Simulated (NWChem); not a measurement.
System: TiCl4; SMILES [Cl][Ti]([Cl])([Cl])[Cl]

NWChem input:

```
start job
memory heap 200 mb stack 900 mb global 1100 mb
geometry units angstroms noautosym nocenter noautoz
  Ti    -0.000043     0.000032    -0.000035
  Cl     1.496090    -0.944743     1.229784
  Cl    -1.479674     0.932942     1.258294
  Cl     0.930692     1.493815    -1.243165
  Cl    -0.947062    -1.482047    -1.244877
end
basis spherical
  * library def2-svpd
end
dft
  xc pbe0
  iterations 150
end
tddft
  cis
  nroots 6
  notriplet
end
task tddft energy
```

The geometry was optimised at PBE0/def2-SVP.

Vertical excitations in the gas phase.

Problem. Give the results of this calculation. (PBE0/def2-SVPD, TDA.) Quantities: lowest excitation, singlet (eV); oscillator strength of that lowest state; lowest state with f > 0.02, singlet (eV); oscillator strength of that bright state; orbital gap (eV).

Solution. 
| Property | Result |
|---|---|
| lowest excitation, singlet (eV) | 4.22 |
| oscillator strength of that lowest state | 0.000 |
| lowest state with f > 0.02, singlet (eV) | 4.46 |
| oscillator strength of that bright state | 0.020 |
| orbital gap (eV) | 5.75 |
